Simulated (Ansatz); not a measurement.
```xyz
9

C    -0.4852   -0.6406    1.0924
Sn    0.2764   -0.2368   -0.8466
F    -1.3121   -0.0532   -1.9273
Se    1.5317    1.9384   -0.9745
H     0.3351   -0.7325    1.8035
H    -1.1378    0.1798    1.3887
H    -1.0580   -1.5673    1.0659
H     1.1910   -1.4338   -1.6415
H     0.6589    2.5459    0.0393
```

The species carries charge 0 and has multiplicity 1. Sn: def2 effective core potential.

Problem. List the r2SCAN/def2-TZVPP orbital energies in eV (Ansatz 0.2.0). (Best estimate.)

Solution. Computed: Occupied: -12334.30, -1574.96, -1412.20, -1412.18, -1412.12, -664.64, -273.61, -211.07, -154.52, -154.44, -154.25, -137.76, -92.62, -92.60, -92.50, -54.90, -54.88, -54.73, -54.67, -54.64, -29.58, -27.03, -26.99, -26.92, -26.89, -26.48, -18.64, -18.11, -12.91, -10.96, -10.91, -10.17, -9.52, -9.29, -9.10, -8.07, -7.64, -6.42. Lowest empty: -1.48, -0.57, -0.50, 0.18, 0.98, 2.26, 2.46, 2.78.
